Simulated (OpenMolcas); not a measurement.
An OpenMolcas run meant for Nb II (ANO-RCC-VDZ, DKH2; inactive shells 1s 2s 2p 3s 3p 3d 4s 4p; intended active space 4 electrons in 5 orbitals (4d)). One step of its input:

```
&RASSCF
FileOrb=start.orb
Symmetry=1
Spin=5
nActEl=5 0 0
Inactive=9 9
Ras2=5 0
CIRoot=5 5 1
SDav=5
CIMx=300
Iter=73 100
PrWF=0.3
OrbListing=Nothing
MaxOrb=0
Atom
>>> COPY $Project.JobIph JOB001
```

Lines from the output:

```
--- SEWARD ---
Basis set label: NB.ANO-RCC...6S5P3D.

      Electronic valence basis set:
      ------------------
      Associated Effective Charge  41.000000 au
      Associated Actual Charge     41.000000 au
      Nuclear Model: Point charge

      Shell  nPrim  nBasis  Cartesian Spherical Contaminant
         s      21       6        X
         p      18       5        X
         d      13       3                 X
                  Relativistic Douglas-Kroll-Hess integrals:
                    - DKH order of Hamiltonian: 2
                    - DKH order of Properties : 0
                  Atomic mean-field integrals
--- RASSCF ---

 Nr of active orbitals     NAC=   5
 Spin degeneracy         ISPIN=   5
 There can be no such wave function.
 ************************************************
--- Stop Module: rasscf at  /rc=_RC_INPUT_ERROR_ ---
.####################.
.# User input error #.
.####################.
```

What is wrong with the input?

nActEl holds one electron too many for this ion, which clashes with the multiplicity.
